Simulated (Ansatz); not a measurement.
The same molecule with X = Si, Ge, Sn. Ansatz, PBE0-D4/def2-TZVP geometries, multiplicity 2.

Elements past krypton have def2 core potentials. Scalar relativity is left out up to krypton.

| X | molecule | mean X–H bond length / Å | mean X–Se bond length / Å | size of the dipole moment (PBE/def2-TZVPP) / D | ideal-gas entropy at 298 K and 1 bar (rigid rotor, harmonic PBE0-D4/def2-TZVP) / J/(mol·K) | size of the dipole moment (B3LYP/def2-TZVPP) / D |
| --- | --- | --- | --- | --- | --- | --- |
| Ge | `[GeH2][SeH]`• | 1.548 | 2.351 | 0.63 | 300 | 0.72 |
| Sn | `[SeH][SnH2]`• | 1.725 | 2.541 | 0.92 | 312 | 1.07 |

Give the row for X = Si, `[SiH2][SeH]`•. (Estimate.)

Computed: 
| X | molecule | mean X–H bond length / Å | mean X–Se bond length / Å | size of the dipole moment (PBE/def2-TZVPP) / D | ideal-gas entropy at 298 K and 1 bar (rigid rotor, harmonic PBE0-D4/def2-TZVP) / J/(mol·K) | size of the dipole moment (B3LYP/def2-TZVPP) / D |
| --- | --- | --- | --- | --- | --- | --- |
| Si | `[SiH2][SeH]`• | 1.490 | 2.272 | 0.58 | 287 | 0.64 |

From Si to Sn the mean X–H bond length rises at each step, by 0.235 Å in all; the mean X–Se bond length rises at each step, by 0.269 Å in all; the ideal-gas entropy at 298 K and 1 bar (rigid rotor, harmonic PBE0-D4/def2-TZVP) rises at each step, by 25 J/(mol·K) in all. Bonds lengthen as the atom grows down the group. Dipoles are sizes alone, and their direction can turn along the series.

B3LYP here is the variant with VWN-RPA as its local correlation; programs differ in this.
